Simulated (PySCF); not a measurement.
# Computed vibrations of [La(NH2)4]−

[La(NH2)4]− (singlet). PySCF 2.14.0, RKS BP86, La lcecp-1-SVP with ECP46, N def2-SVP, H def2-SVP; non-relativistic Hamiltonian with scalar-relativistic core potentials where named; density fitting; no spin-orbit coupling. Central differences of gradients.

```xyz
13

La    0.0000    0.0000    0.0000
N     1.1932    1.4777    1.4777
H     1.6182    1.2359    2.3885
H     1.6182    2.3885    1.2359
N    -1.1932   -1.4777    1.4777
H    -1.6182   -1.2359    2.3885
H    -1.6182   -2.3885    1.2359
N     1.1932   -1.4777   -1.4777
H     1.6182   -2.3885   -1.2359
H     1.6182   -1.2359   -2.3885
N    -1.1932    1.4777   -1.4777
H    -1.6182    2.3885   -1.2359
H    -1.6182    1.2359   -2.3885
```

Run from Python with OMP_NUM_THREADS=2. Where DIIS fails, smearing, a level shift and second-order steps follow.
It took 2.2 min on 2 threads of Arm Neoverse V1 (shared host).

Task: What are the harmonic wavenumbers and infrared intensities?

Result: Modes are labelled in D2d; negative numbers are unstable modes, those under 60 cm⁻¹ near the noise; a finer grid moves soft modes by up to 10 cm⁻¹.
```csv
cm⁻¹,km/mol,symmetry
-166,–,a2
-80,–,e
-80,–,e
61,0.0,b2
79,0.0,b1
88,0.0,a1
111,1.5,e
111,1.5,e
206,0.0,b1
226,0.0,a2
287,1.9,e
287,1.9,e
311,0.0,b1
320,182.8,e
320,182.8,e
352,180.9,b2
355,0.0,a1
413,167.7,e
413,167.7,e
421,160.5,b2
440,0.0,a1
1466,12.0,b2
1466,0.0,e
1466,0.0,e
1471,0.0,a1
3348,27.8,e
3348,27.8,e
3348,22.7,b2
3349,0.0,a1
3431,0.0,a2
3432,20.2,e
3432,20.2,e
3432,0.0,b1
```

Task: Is this a minimum?

Result: No: 3 unstable; the lowest moves the atoms so:
```
La   0.00  0.00  0.00
N    0.00  0.00  0.00
H    0.30 -0.10 -0.17
H   -0.30  0.17  0.10
N    0.00  0.00  0.00
H    0.30 -0.10  0.17
H   -0.30  0.17 -0.10
N    0.00  0.00  0.00
H   -0.30 -0.17 -0.10
H    0.30  0.10  0.17
N    0.00  0.00  0.00
H   -0.30 -0.17  0.10
H    0.30  0.10 -0.17
```
